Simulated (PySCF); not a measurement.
How methods differ on the excitation energy of Ar⁺

Ar⁺ [Ne] 3s2 3p5 (2P) → Ar⁺ [Ne] 3s1 3p6 (2S), as a difference of total energies. Calculation: PySCF 2.14, in aug-cc-pV(Q+d)Z with one added diffuse shell each of s, p, d, f, g type (8s7p6d4f3g, 114 functions); no relativity, point nucleus. Correlated levels: valence: [Ne] frozen. The calculations carry no spin-orbit coupling.

```
           method  excitation energy (eV)  error (eV)
              UHF                  18.536      +5.115
              LDA                  14.103      +0.682
              PBE                  14.406      +0.985
             PBE0                  15.442      +2.021
           r2SCAN                  15.354      +1.933
          r2SCANh                  15.637      +2.216
          r2SCAN0                  16.061      +2.640
        CAM-B3LYP                  15.389      +1.968
    MP2 (valence)                  15.665      +2.244
SCS-MP2 (valence)                  15.367      +1.946
```

Reference: 13.421 eV (measured; NIST levels, between the centres of gravity of the two terms).

Errors of the correlated levels include the incompleteness of this basis and the frozen core.
